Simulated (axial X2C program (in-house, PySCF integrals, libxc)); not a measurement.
Curves of MoSH from open-shell CI on d4 s1 p(π)0

Calculated with an in-house all-electron X2C program for linear molecules (integrals from PySCF): two-component X2C with atomic mean-field Coulomb and Gaunt terms, basis Mo dyall-v3z, S dyall-av3z, H dyall-v3z (cores contracted in-house). Orbitals come from Hartree–Fock averaged over the configuration Mo d4 s1 p(π)0; CI then distributes these electrons over the d, s, p(π) shells of Mo.

Scan along the Mo–S bond with SH moving as one mass, its bond held at 1.340 Å; masses Mo 97.905 u, S 31.972 u, H 1.008 u. Energies in cm⁻¹ from the lowest point; levels are followed by energy order within each Ω. Lowest level at 2.412 Å: 52% d4 s1 + 46% d5.

```json
{"R (Å)": "2.243", "(1)Ω=1/2": "1710", "(1)Ω=3/2": "1752", "(1)Ω=5/2": "1841", "(2)Ω=3/2": "3336", "(2)Ω=1/2": "3444", "(3)Ω=1/2": "3609", "(3)Ω=3/2": "3710", "(2)Ω=5/2": "3821", "(1)Ω=7/2": "3933"}
{"R (Å)": "2.328", "(1)Ω=1/2": "444", "(1)Ω=3/2": "483", "(1)Ω=5/2": "564", "(2)Ω=3/2": "2266", "(2)Ω=1/2": "2374", "(3)Ω=1/2": "2526", "(3)Ω=3/2": "2633", "(2)Ω=5/2": "2750", "(1)Ω=7/2": "2868"}
{"R (Å)": "2.412", "(1)Ω=1/2": "0", "(1)Ω=3/2": "37", "(1)Ω=5/2": "112", "(2)Ω=3/2": "1953", "(2)Ω=1/2": "2060", "(3)Ω=1/2": "2200", "(3)Ω=3/2": "2313", "(2)Ω=5/2": "2435", "(1)Ω=7/2": "2559"}
{"R (Å)": "2.508", "(1)Ω=1/2": "187", "(1)Ω=3/2": "221", "(1)Ω=5/2": "289", "(2)Ω=3/2": "2245", "(2)Ω=1/2": "2350", "(3)Ω=1/2": "2474", "(3)Ω=3/2": "2594", "(2)Ω=5/2": "2722", "(1)Ω=7/2": "2858"}
{"R (Å)": "2.605", "(1)Ω=1/2": "875", "(1)Ω=3/2": "904", "(1)Ω=5/2": "963", "(2)Ω=3/2": "3023", "(2)Ω=1/2": "3119", "(3)Ω=1/2": "3231", "(3)Ω=3/2": "3356", "(2)Ω=5/2": "3494", "(1)Ω=7/2": "3647"}
{"R (Å)": "2.713", "(1)Ω=1/2": "1985", "(1)Ω=3/2": "2009", "(1)Ω=5/2": "2055", "(2)Ω=3/2": "4248", "(2)Ω=1/2": "4311", "(3)Ω=1/2": "4451", "(3)Ω=3/2": "4563", "(2)Ω=5/2": "4709", "(1)Ω=7/2": "4899"}
{"R (Å)": "2.846", "(1)Ω=1/2": "3570", "(1)Ω=3/2": "3585", "(1)Ω=5/2": "3613", "(2)Ω=3/2": "6026", "(2)Ω=1/2": "6019", "(3)Ω=1/2": "6279", "(3)Ω=3/2": "6345", "(2)Ω=5/2": "6468", "(1)Ω=7/2": "6745"}
```

Problem. Fit the curves (1)Ω=1/2, (1)Ω=3/2, (1)Ω=5/2, (2)Ω=3/2, (2)Ω=1/2, (3)Ω=1/2, (3)Ω=3/2, (2)Ω=5/2, (1)Ω=7/2 near their minima.

Solution. From the open-shell CI curves, Te from the lowest:

| level | Te (cm⁻¹) | Re (Å) | ωe (cm⁻¹) |
| --- | --- | --- | --- |
| (1)Ω=1/2 | 0 | 2.431 | 320.0 |
| (1)Ω=3/2 | 36 | 2.431 | 319.6 |
| (1)Ω=5/2 | 110 | 2.432 | 318.8 |
| (2)Ω=3/2 | 1967 | 2.414 | 320.3 |
| (2)Ω=1/2 | 2073 | 2.414 | 320.6 |
| (3)Ω=1/2 | 2213 | 2.417 | 317.4 |
| (3)Ω=3/2 | 2326 | 2.416 | 318.9 |
| (2)Ω=5/2 | 2448 | 2.415 | 319.6 |
| (1)Ω=7/2 | 2573 | 2.414 | 321.0 |

Without dynamic correlation distances can be off by several hundredths of an Å (long for ionic bonds, short for multiple bonds) and the wavenumbers are rough.

The 9 lowest curves are shown; the next is (3)Ω=5/2, from 4949 cm⁻¹.

Dynamic correlation is missing, so gaps between terms are too wide and other configurations may lie lower; the lowest level listed is that of this model, not necessarily the ground state. For d shells the ligand-field splittings (σ, π, δ) and their order can be off by a thousand cm⁻¹ or more. At most 4 roots were kept for each Ω > 0 (twice that for Ω = 0) within 3.2 eV of the lowest, so higher up levels can be missing between those listed; levels with Ω > 0 are doubly degenerate and listed once, Ω = 0 levels singly. States that fill the shells left empty in the average are placed too high. The molecule was held linear; bending was not examined. Hydrosulfides and their kin are strongly bent in nature, so this linear model does not describe the real molecule.
